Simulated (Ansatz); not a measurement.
`F[CH](F)[GeH3]` + CH₃OH → `C[O][GeH3]` + `FCF` at 298.15 K and 1 bar (ligand exchange at a Ge–C bond).

Program: Ansatz. Geometries: PBE0-D4/def2-TZVP. ΔE: electronic, gas phase. CCSD(T)/CBS adds triple-zeta CCSD(T) − MP2 to the extrapolated MP2 energy (def2 sets, frozen cores). This one scheme is used for every species. For Ge outer-core shells are correlated without core-valence functions, which leaves a few kJ/mol of doubt a bond. Scalar relativity is left out up to krypton.

| species | CCSD(T)/CBS energy (Eh) | H − E (kJ/mol) | S (J/(mol·K)) |
| --- | --- | --- | --- |
| `F[CH](F)[GeH3]` | -2316.12324 | 136.1 | 321.4 |
| CH₃OH | -115.61712 | 146.3 | 238.2 |
| `C[O][GeH3]` | -2192.93708 | 187.5 | 308.8 |
| `FCF` | -238.82660 | 97.1 | 246.5 |

H − E and S are ideal-gas, rigid-rotor, harmonic terms from PBE0-D4/def2-TZVP. 1 Eh = 2625.50 kJ/mol, R = 8.31446 J/(mol·K).

Problem. By hand: ΔE, ΔH, ΔS and ΔG.

Solution. ΔE = (-2192.93708) + (-238.82660) − (-2316.12324) − (-115.61712) = -0.02332 Eh = -61.2 kJ/mol. Δ(H − E) = 187.5 + 97.1 − 136.1 − 146.3 = 2.2, so ΔH = -59.0 kJ/mol. ΔS = 308.8 + 246.5 − 321.4 − 238.2 = -4.3 J/(mol·K). ΔG = -59.0 − 298.15 × (-4.3)/1000 = -57.7 kJ/mol.

Problem. By hand: the equilibrium constant, and the temperature at which ΔG would vanish if ΔH and ΔS stayed fixed.

Solution. log₁₀ K = −ΔG/(RT ln 10) = 10.1. ΔG = 0 at ΔH/ΔS = 13721 K, far beyond where these terms or the molecules hold.

The number of gas molecules stays the same, so ΔS is small and ΔH decides. A doubt of 5 kJ/mol in ΔE shifts log₁₀ K by 0.9 here. These are equilibria of isolated gas molecules and say nothing of rates. Largest T1 diagnostic: 0.012 (customary marks: 0.02 for closed shells, 0.045 for open ones).
